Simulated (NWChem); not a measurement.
System: C3H5ClSi; SMILES ClC1=CC[SiH2]1

```xyz
10

Cl     0.1223    -2.0761     0.0000
C     -0.1047    -0.3775     0.0000
C     -1.2700     0.3037     0.0000
C     -0.9232     1.7810     0.0000
Si     0.8964     1.2041     0.0000
H     -2.2838    -0.1194     0.0000
H     -1.2707     2.3245    -0.8939
H     -1.2707     2.3245     0.8939
H      1.7134     1.5009    -1.2149
H      1.7134     1.5009     1.2149
```
Atoms are numbered in this order, from 1.

All runs: NWChem. The geometry was optimised at PBE0/def2-SVP. Level: PBE0/def2-SVP with SMD (1 M gas to 1 M solution), gas-phase geometry. Reactions with the solvent are ignored.

For solvent water:

```yaml
solvation free energy (kcal/mol): 1.3
cavity-dispersion-structure term (kcal/mol): 3.1
dipole in solution (D): 2.31
```

What are these values for solvent toluene?

The solvation free energy (kcal/mol) is -3.0 and the cavity-dispersion-structure term (kcal/mol) comes out as -2.0. The dipole in solution (D) is 2.00.
